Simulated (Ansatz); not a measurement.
Geometry optimisation, UKS PBE-D4/def2-SVP in Ansatz.

input.yaml

```yaml
crystal:
  periodic: [false, false, false]
  atoms:
    - { symbol: Ge, position_ang: [-0.001643, -0.003997, -0.246145] }
    - { symbol: H, position_ang: [0.010292, 0.018077, 2.50637] }
    - { symbol: Cl, position_ang: [2.052528, 0.004525, -1.004387] }
    - { symbol: Cl, position_ang: [-1.021432, 1.779201, -1.004337] }
    - { symbol: H, position_ang: [-0.718329, -1.245371, -0.915889] }
    - { symbol: H, position_ang: [-0.003517, -0.005735, 3.229586] }
magnetization:
  spin_polarized: true
  initial_magnetization: 1
basis:
  gaussian: { orbitals: def2-SVP }
hamiltonian:
  xc: pbe
  dispersion: d4
relax:
  f_tol: 0.03
  max_steps: 50
output:
  orbitals: {}
```

Run as:

```bash
$ ansatz run input.yaml --threads 2 --pin off --max-ram 3072MiB --backend cpu --events-out ev --progress --plain --runs-dir out
```

Question: Where does it end, and by what steps?

Answer: The forces met the threshold. The force dipped under the threshold on the way, but the program's further checks kept it going. After 3 steps the energy has fallen by 0.054 eV; H6 moved furthest, 0.27 Å.

```tsv
step	energy less start (eV)	largest force component (eV/Å)	accepted
0	0.0000	1.898	yes
1	-0.0527	0.095	yes
2	-0.0538	0.010	yes
3	-0.0540	0.003	yes
```

```xyz
6
Properties=species:S:1:pos:R:3
Ge 0.001 0.000 -0.372
H 0.009 0.016 2.733
Cl 2.054 0.010 -1.129
Cl -1.017 1.783 -1.129
H -0.716 -1.241 -1.039
H -0.012 -0.021 3.502
```

Whether the end is a true minimum wasn't checked by a vibrational analysis.

Run time: 9.5 s on 2 threads of Arm Neoverse V1 (shared host), peak memory 0.14 GiB.
